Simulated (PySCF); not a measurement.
# Frontier levels across methods

Species: C₃H₈AlFO.
Numbering: `[CH3:1][CH2:2][O:3][Al:4]([CH3:5])[F:6]` (hydrogens: H7, H8, H9 on C1; H10, H11 on C2; H12, H13, H14 on C5)

Cartesian coordinates in Å at the PBE0-D3(BJ)/def2-SVP level; atoms count from 1:
```xyz
14
C3H8AlFO angstrom
C     -2.2879   -0.1506    0.3810
C     -1.2570   -1.0278   -0.3025
O      0.0548   -0.6695    0.0042
Al     1.0183    0.6884    0.2822
C      2.8690    0.4896    0.7996
F      0.3395    2.2027    0.0932
H     -2.1716    0.9026    0.0806
H     -3.3100   -0.4707    0.1254
H     -2.1783   -0.2079    1.4759
H     -1.4109   -2.0807   -0.0034
H     -1.4084   -0.9927   -1.3986
H      3.4070    1.4491    0.8079
H      3.3936   -0.1990    0.1179
H      2.9380    0.0529    1.8094
```

Basis pcSseg-1 throughout (PySCF), one geometry. The structure is a single PBE0-D3(BJ)/def2-SVP conformer in the gas phase; no vibrational or solvent corrections.

**Question.** How do the orbital energies, the gap and the dipole change with the method?

**Answer.** 
```
   method                    kind  HOMO (eV)  LUMO (eV)  gap (eV)  μ (D)  SCF cycles
     BLYP                     GGA      -6.44      -0.81      5.63   1.12          15
     OPBE                     GGA      -6.49      -0.55      5.94   1.10          16
      PBE                     GGA      -6.53      -0.85      5.68   1.13          15
    B97-D                     GGA      -6.58      -0.71      5.87   1.11          16
     BP86                     GGA      -6.65      -0.82      5.83   1.13          15
      LDA                     LDA      -6.65      -1.04      5.62   1.19          15
      KT2                     GGA      -6.67      -1.02      5.64   1.16          16
      KT3                     GGA      -6.68      -0.97      5.71   1.11          15
    B97-2           global hybrid      -7.80       0.01      7.81   1.13          13
    B3LYP           global hybrid      -7.83      -0.31      7.52   1.14          13
     PBE0           global hybrid      -8.07      -0.01      8.05   1.15          13
 mPW1PW91           global hybrid      -8.12      -0.02      8.10   1.15          13
CAM-B3LYP  range-separated hybrid      -9.52       0.86     10.37   1.12          13
BHandHLYP           global hybrid      -9.55       0.69     10.24   1.15          12
  wB97X-D  range-separated hybrid      -9.99       1.77     11.76   1.13          13
  LC-wPBE  range-separated hybrid     -10.88       2.15     13.03   1.08          14
       HF            Hartree–Fock     -11.89       2.69     14.58   1.13          10
```

The HOMO spans 5.45 eV, from BLYP down to HF, and the gap runs from 5.62 eV (LDA) to 14.58 eV (HF). Over the methods BLYP (0 %), OPBE (0 %), PBE (0 %), B97-D (0 %), BP86 (0 %), LDA (0 %), KT2 (0 %), KT3 (0 %), B97-2 (21 %), B3LYP (20 %), PBE0 (25 %), mPW1PW91 (25 %), BHandHLYP (50 %), HF (100 %), a straight line through the gap against the share of exact exchange rises by 0.89 eV for each 10 % (correlation coefficient 0.999). The dipole ranges from 1.08 D (LC-wPBE) to 1.19 D (LDA). This basis has no diffuse functions.
